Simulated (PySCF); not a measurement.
Energy of Pt⁺ (platinum, charge +1) between two integer charges

The 5d beta orbital of [Xe] 4f14 5d9 is emptied in steps (occupation f), with all orbitals relaxed, ending at [Xe] 4f14 5d8. Computed with PySCF 2.14 in def2-TZVPPD with the def2 core potential (60 electrons), with a scalar-relativistic core potential. The exact energy is a straight line in f; departures are measured from the line between the end points of the same method.

Question: Among BHandHLYP, wB97X, MN15, which shows the largest delocalisation error (convex curve), and which is closest to linear?

Answer: Most convex: MN15 (-0.744 eV at f = 0.5); closest to linear: wB97X (-0.281 eV).

```tsv
f	BHandHLYP (eV)	wB97X (eV)	MN15 (eV)
1	0.000	0.000	0.000
0.9	-0.160	-0.094	-0.262
0.7	-0.389	-0.228	-0.619
0.5	-0.478	-0.281	-0.744
0.3	-0.412	-0.243	-0.629
0.1	-0.180	-0.107	-0.270
0	0.000	0.000	0.000
```

| method | E(f=0) − E(f=1) (eV) | −ε at f=1 (eV) | −ε at f=0.5 (eV) |
| --- | --- | --- | --- |
| BHandHLYP | 18.547 | 16.828 | 18.483 |
| wB97X | 18.806 | 17.793 | 18.764 |
| MN15 | 19.492 | 16.607 | 19.463 |

Reference removal energy between the ground levels: 18.56 ± 0.12 eV (measured; NIST Atomic Spectra Database, ionization energies). The calculation has no spin-orbit coupling. The determinant left behind need not be the lowest term of the ion.
